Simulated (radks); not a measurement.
These are the eigenvalues of the occupied orbitals of an atom or ion with whole-number occupations (Ry). Method: Dirac Kohn-Sham, BLYP, spin-unpolarised, spherical densities, finite nucleus; Fermi nuclear charge, rms radius of each element as measured or else 0.836 A^(1/3) + 0.57 fm; computed with a radial shooting solver on a logarithmic mesh with Libxc functionals.

1s1/2: -3187.749
2s1/2: -515.9058
2p1/2: -488.1730
2p3/2: -449.9335
3s1/2: -112.3915
3p1/2: -100.5389
3p3/2: -92.90695
3d3/2: -72.24550
3d5/2: -70.59541
4s1/2: -22.84240
4p1/2: -18.37027
4p3/2: -16.71404
4d3/2: -9.36310
4d5/2: -9.07076
5s1/2: -3.61845
5p1/2: -2.42448
5p3/2: -2.19983
4f5/2: -0.78037
7s1/2: -0.30366

Which element is it, and in what charge state? The configuration may be excited. Open shells, if any, fill j = l - 1/2 first.

Answer. Z = 60, neodymium, charge +1: Nd+ in [Xe] 4f4 7s1. The list shows which subshells hold electrons but not how many an open one holds; the 1s level, -1593.9 hartree, gives Z - s = 56.5 by -(Z - s)^2/2, which with screening and relativity narrows Z to a few neighbours, and the depths of the outer levels then fix element, charge and occupations together.
